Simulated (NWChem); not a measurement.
Molecule: C2H2ClI; SMILES C=C(Cl)I

```xyz
6

C     -1.8122     1.3210     0.0000
C     -0.5219     0.9928     0.0000
Cl     0.7337     2.1692     0.0000
I      0.1231    -1.0098     0.0000
H     -2.5876     0.5538     0.0000
H     -2.1069     2.3734     0.0000
```
Atoms are numbered in this order, from 1.

Level: PBE0/def2-SVP with def2 effective core potentials on I (NWChem), optimised geometry, unscaled harmonic frequencies. def2 effective core potentials on I; no spin-orbit coupling.

Question: List the harmonic frequencies with IR intensities, and the thermochemistry.

Answer: 
```json
[
 {"frequency (cm⁻¹)": "212", "IR intensity (km/mol)": "0.2"},
 {"frequency (cm⁻¹)": "318", "IR intensity (km/mol)": "0.2"},
 {"frequency (cm⁻¹)": "426", "IR intensity (km/mol)": "9.2"},
 {"frequency (cm⁻¹)": "504", "IR intensity (km/mol)": "10.6"},
 {"frequency (cm⁻¹)": "684", "IR intensity (km/mol)": "0.0"},
 {"frequency (cm⁻¹)": "761", "IR intensity (km/mol)": "72.9"},
 {"frequency (cm⁻¹)": "898", "IR intensity (km/mol)": "41.2"},
 {"frequency (cm⁻¹)": "1066", "IR intensity (km/mol)": "103.8"},
 {"frequency (cm⁻¹)": "1371", "IR intensity (km/mol)": "1.2"},
 {"frequency (cm⁻¹)": "1681", "IR intensity (km/mol)": "57.7"},
 {"frequency (cm⁻¹)": "3182", "IR intensity (km/mol)": "2.8"},
 {"frequency (cm⁻¹)": "3296", "IR intensity (km/mol)": "1.9"}
]
```

zero-point energy: 20.6 kcal/mol
thermal correction to the enthalpy at 298.15 K (with zero-point energy): 24.0 kcal/mol
heat capacity Cv: 14.6 cal/(mol K)
entropy at 298.15 K and 1 atm (symmetry number 1): 74.8 cal/(mol K)

Rigid rotor and harmonic oscillator.
